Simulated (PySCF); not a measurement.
**Property card for `SC1=CC=CC=C1`**

C6H6S.
Bonds: S1–C2, C2–C3 (aromatic), C3–C4 (aromatic), C4–C5 (aromatic), C5–C6 (aromatic), C6–C7 (aromatic), C2–C7 (aromatic). Hydrogens: H8 on S1; H9 on C3; H10 on C4; H11 on C5; H12 on C6; H13 on C7.

Some functional groups and rings: benzene ring and thiol.

From GFN2-xTB geometry:

```
Point group of the GFN2-xTB geometry                  : Cs
Rotational constants A, B, C of the GFN2-xTB geometry : 5.659, 1.598, 1.246 GHz
```

PBE0/pcSseg-1 ground state and GIAO shieldings, non-relativistic (PySCF):

```
Dipole moment                                               : 1.23 D
HOMO energy                                                 : -6.40 eV
LUMO energy                                                 : -0.37 eV
HOMO–LUMO gap                                               : 6.03 eV
Lowest Hirshfeld atomic charge                              : -0.06 e on C3/C5/C7
Highest Hirshfeld atomic charge                             : +0.06 e on H8
13C chemical shifts (computed TMS as zero) by class         : 143.1 (C2), 134.6 (C4/C6), 130.9 (C3/C7), 128.8 (C5) ppm
1H chemical shifts (computed TMS as zero) by class          : 7.46 (H10/H12), 7.32 (H9/H13), 7.24 (H11), 3.60 (H8) ppm
Isotropic shieldings of nuclei other than C and H, by class : 504 (S1) ppm
Mayer bond orders between heavy atoms                       : S1–C2 1.09, C2–C3 1.37, C3–C4 1.46, C4–C5 1.43, C5–C6 1.43, C6–C7 1.46, C7–C2 1.36
```

Monoisotopic mass from the formula: 110.0190 u.

The dipole equals about 4.1 × 10⁻³⁰ C·m (1 D = 3.33564 × 10⁻³⁰ C·m). With B = h/(8π²I), that is 505.379 GHz u Å² over I, the principal moments of inertia are 89.3, 316.2 and 405.5 u Å² (most abundant isotopes). The rotational constants make it an asymmetric top with κ = (2B − A − C)/(A − C) = -0.84, nearer the prolate limit (−1). A dipole of 1.23 D is allowed in Cs, and pure rotational transitions are dipole-allowed.

The structure is a single GFN2-xTB conformer in the gas phase; no vibrational or solvent corrections. NMR classes are plain means over equivalent atoms (diastereotopic ones count apart unless rotation or inversion swaps them), as if these changed places fast; in this geometry the members of some classes differ.

The values belong to the conformer `[SH:1][c:2]1[cH:3][cH:4][cH:5][cH:6][cH:7]1`: H–S1–C2–C3 180°.
